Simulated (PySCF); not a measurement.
## Two-component Hartree-Fock for Ar⁺ (argon, charge +1)

Start: [Ne] 3s1 3p5 4s1; 3s1/2 filled at m_j = +1/2; 3p1/2 filled at m_j = -1/2, +1/2; 3p3/2 filled at m_j = -1/2, +1/2, +3/2; 4s1/2 filled at m_j = +1/2. Calculated with PySCF 2.14 in x2c-SVPall-2c with one added diffuse shell each of s, p type (5s5p1d, 25 functions): generalised Hartree-Fock with the X2C-1e Hamiltonian and a Gaussian nucleus; one run each with spin-orbit coupling (SO) switched off, then screened by Boettger's factors. This is a chosen level, not necessarily the ground level.

```
spinor shell  electrons  ε, spin-free (eV)  ε, screened SO (eV)  weight of nominal j (screened SO)  rms radius, screened SO (bohr)
       1s1/2          2            -3262.9              -3262.8                              1.000                          0.0993
       2s1/2          2            -360.60              -360.57                              1.000                           0.447
       2p1/2          2            -284.06              -285.92                              0.957                           0.414
       3s1/2          1            -57.289              -57.276                              1.000                            1.41
       3p1/2          2            -34.218              -33.851                              0.665                            1.64
       3p3/2          3            -34.218              -34.475                              0.776                            1.63
       4s1/2          1            -10.416              -10.415                              1.000                            3.81
```

Where does 2p3/2 lie, and what is the 2p spin-orbit splitting (screened SO)?

At -283.10 eV, 2.818 eV above 2p1/2.

```csv
quantity,spin-free,screened SO
E (hartree),-526.64689,-526.65034
M_J,5/2,5/2
⟨J²⟩,8.756,8.756
⟨L²⟩,2.002,2.002
⟨S²⟩,3.754,3.754
```

Each row is a mean over spinors that exchange with the open shell spreads, by up to 6.477 eV (3p1/2).

Rows whose weight is well below 1 are mixtures of j = l ± 1/2: exchange outweighs spin-orbit coupling there, and the label is only the starting occupation.

Without spin-orbit coupling the j labels of p, d and f shells carry no meaning; the spin-free column gives the mean over the occupied spinors of each nl shell.
